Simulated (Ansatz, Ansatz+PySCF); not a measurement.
```tsv
atom	x (Å)	y (Å)	z (Å)
C	0.9981	0.0494	-0.0064
C	0.2929	1.2218	-0.0284
C	-1.1273	1.1679	-0.0262
C	-1.8118	-0.0386	0.0178
C	-1.1324	-1.2275	-0.0468
C	0.2747	-1.2573	-0.0164
C	2.3596	-0.0265	0.0064
H	0.7573	2.1905	0.0175
H	-1.6915	2.1220	-0.0331
H	-2.8975	0.0370	-0.0059
H	-1.6945	-2.2005	-0.0194
H	0.7684	-2.1572	0.0410
H	2.9524	-0.8956	-0.0268
H	2.9506	0.9130	-0.0423
```

Basis set: def2-SVP (spherical functions). Frozen core: 7 orbitals. Charge 0, multiplicity 2.

Computed with Ansatz (development build ahead of 0.2.0); each method stands on the lowest determinant of its kind that the runs found.

The atomization energy at this shape (free ground-state atoms in the same class of orbitals less the molecule, no zero-point energy) of doublet C₇H₇:

| method | atomization energy |
| --- | --- |
| PBE0 (unrestricted) | 69.36 eV |
| UHF-MP2 | 65.42 eV |

Problem. What does UHF give?

Solution. 52.09 eV. Caution: the shape is not the minimum. Caution for UHF-MP2, UHF: the unrestricted determinant is spin contaminated.
